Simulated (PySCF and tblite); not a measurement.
The numbers below are computed, except where a source is named.
System: 2-chloro-2,3-dimethylbutane, C6H13Cl, numbered as in [CH3:1][CH:2]([CH3:3])[C:4]([CH3:5])([CH3:6])[Cl:7].

Motion: rotation about the C2–C4 bond (torsion C1–C2–C4–C5 from -53° to -180°, falling). GFN2-xTB gives an electronic barrier of 4.8 kcal/mol and a reaction energy of 0.2 kcal/mol.

Problem. What does BP86/pcSseg-1 + D3(BJ) give on GFN2-xTB geometries?

Solution. A barrier of 7.0 kcal/mol, 2.2 above the tight-binding barrier (from unrounded values), a reaction energy of -0.1 kcal/mol and, with GFN2-xTB thermal terms, ΔG‡(298 K) = 8.1 kcal/mol and k = 7.7×10⁶ s⁻¹ (1 equivalent path).

Programs: tblite and PySCF.
